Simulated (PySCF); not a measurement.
# Bromine: highly charged ions in a basis for the neutral atom

Br(9+) [Ar] 3d8, Br(10+) [Ar] 3d7. Calculation: PySCF 2.14, in aug-cc-pVDZ-PP with ECP10MDF (5s4p3d, 32 functions); a scalar-relativistic core potential. No spin-orbit coupling, so a gap to NIST mixes the basis error with missing relativistic terms.

Changed run: basis of the neutral atom used for a highly charged ion. This setting is unsound on purpose.

```csv
species,method,sound run (hartree),changed run (hartree),converged
Br(9+),UHF,not run,-386.64309,yes
Br(9+),TPSS,not run,-387.45072,yes
Br(9+),MN15,not run,-387.67407,no
Br(10+),UHF,not run,-376.58506,yes
Br(10+),TPSS,not run,-377.32866,yes
Br(10+),MN15,not run,-377.29340,yes
```

Ionisation energy of Br(9+):

| method | changed run (eV) | NIST (eV) |
| --- | --- | --- |
| UHF | 273.69 | 261 ± 2.2 |
| TPSS | 275.44 | 261 ± 2.2 |

The contracted functions were made for the neutral atom and can be too rigid for a highly charged ion.
